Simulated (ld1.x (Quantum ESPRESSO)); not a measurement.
**mercury (Hg), TM: configuration errors across variants**

| Quantity | Value |
| --- | --- |
| Element | mercury (Hg) |
| Generator | ld1.x (Quantum ESPRESSO) 7.5 |
| Type | norm-conserving Troullier–Martins (Kleinman–Bylander form) |
| Functional | LDA (PZ) |
| Relativity | non-relativistic |
| Frozen core | [Kr] 4d10 4f14 |
| Valence charge | 20 |
| Reference configuration | 5s2 5p6 5d10 6s1.5 6p0.5 |
| Partial waves | 5s (bound): rc 1.20 bohr; 5p (bound): rc 1.65 bohr; 5f channel at 0.15 Ry: rc 1.65 bohr; 5d (bound): rc 2.05 bohr |
| Local potential | the d channel |
| Core correction | none |

Occupied shells without a wave of their own: 6p, 6s. They enter only through the test configuration that unscreens the potential.

All-electron excitation energies from the reference (eV): (1) 5s2 5p6 5d10 6s2 6p0 -2.078; (2) 5s2 5p6 5d10 6s1 6p0 6.941; (3) 5s2 5p6 5d10 6s0 6p0 23.325; (4) 5s2 5p5 5d10 6s2 6p0 66.215; (5) 5s2 5p6 5d9 6s0 6p0 60.057; (6) 5s1 5p6 5d10 6s2 6p0 98.145; (7) 5s2 5p6 5d10 6s0 6p2 6.614; (8) 5s2 5p6 5d10 6s1.5 6p0.5 spin -0.111; (9) 5s2 5p6 5d10 6s1 6p0 spin 6.771.

Spin tests fill each open shell by Hund’s rule, majority spin first.

On the changes marked as counting shells twice: ld1.x takes every shell without a wave as core, so the model core holds the marked electrons as well and exchange and correlation see them twice. This cancels in the reference configuration, but the file is broken for other ones, and its errors say nothing about a proper core correction.

5 further variants failed, have other tests or another functional or relativity, and are left out.

The file “local potential the f channel” misses its own reference levels by 0.3 eV.

Errors AE − PS in meV (a dash: test not solved or not reliable):

| change | (1) | (2) | (3) | (4) | (5) | (6) | (7) | (8) | (9) | bound ghosts |
| --- | --- | --- | --- | --- | --- | --- | --- | --- | --- | --- |
| base | -38 | -5.8 | +44 | -114 | +42 | -77 | +143 | +0.4 | -5.4 | none |
| wave 5s (bound): rc 1.20 bohr becomes 5s (bound): rc 1.40 bohr | +52 | -121 | -394 | +56 | -582 | +48 | -169 | +0.2 | -122 | none |
| core correction a·sin(br)/r model core inside 0.76 bohr (6p, 6s counted twice) | -46 | -133 | -472 | -185 | -704 | -151 | +111 | -26 | -179 | none |
| wave 5f channel at 0.15 Ry: rc 1.65 bohr becomes 5f channel at 0.15 Ry: rc 2.36 bohr | -38 | -5.8 | +44 | -114 | +42 | -77 | +143 | +0.4 | -5.4 | none |
| local potential the f channel | -142 | +257 | +861 | -279 | +1198 | -256 | +471 | -0.1 | +260 | none |

Problem. Give the same row for: wave 5d (bound): rc 2.05 bohr becomes 5d (bound): rc 2.72 bohr.

Solution. +95, -9.1, -356, +156, -772, +181, -402, -4.9, -20; bound ghosts: none.
